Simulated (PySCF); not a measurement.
Species: C$_{6}$H$_{6}$N (charge 0, doublet). It need not be the lowest isomer of its formula. SMILES: C1(C[CH]CC=1)C#N
Geometry from a B3LYP-D3(BJ)/def2-TZVP (Ansatz) optimisation:
```xyz
13

C     -1.5999    -0.9634     0.5349
C     -1.8476     0.5109     0.5364
C     -0.5217     1.0714     0.1051
C      0.3757     0.1054    -0.1196
C     -0.1988    -1.2775     0.1244
C      1.7170     0.3079    -0.5377
N      2.8117     0.4361    -0.8771
H     -2.3363    -1.7074     0.7961
H     -2.1475     0.8998     1.5211
H     -2.6547     0.8164    -0.1463
H     -0.3264     2.1285    -0.0072
H      0.3709    -1.8176     0.8931
H     -0.1374    -1.9012    -0.7780
```
Charge 0, spin multiplicity 2.

Dispersion corrections to the total energy (kcal/mol) from the dftd3 and dftd4 libraries through PySCF: D3(BJ) without and D4 with the three-body term, each with the damping fitted for the functional named.

```csv
functional,D3(BJ),D4
LC-wPBE,-6.88,-7.85
PW6B95,___,-6.18
PBE,-7.44,___
PBE0,-6.40,-5.98
TPSSh,___,-8.75
BP86,-11.52,-9.37
TPSS,-9.33,-9.62
```

**Question.** Fill in the missing entries.

**Answer.** 
- PW6B95, D3(BJ): -3.60
- PBE, D4: -7.11
- TPSSh, D3(BJ): -8.55
